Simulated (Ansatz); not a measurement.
A structure drawn as `[OH][Ga]([Cl])[Br]`, with this starting geometry:

```xyz
5

O    -0.301    0.604    0.814
Ga   -0.082   -0.314   -0.234
Cl    1.977   -0.759    0.413
Br   -1.157   -1.102   -1.500
H    -0.437    1.571    0.508
```

The species carries charge 0 and has multiplicity 1.

Relax it with Ansatz at PBE-D4/def2-SVP and then PBE0-D4/def2-TZVP. Is the drawn bonding still there?

Yes, every drawn bond is still there and no new one forms.

Give the relaxed structure. (Estimate.)

The calculation gave: 
Z-matrix (Å, degrees):
```
Ga
O 1 1.766
Br 1 2.267 2 121.1
Cl 1 2.112 2 118.0 3 180.0
H 2 0.961 1 112.9 3 0.0
```
All modes are real.

Atoms count as bonded under 1.1 times the sum of their covalent radii (H–H under 0.85 Å, pairs among N, O and F under 1.55 Å), and a drawn bond as lost past 1.3 times.
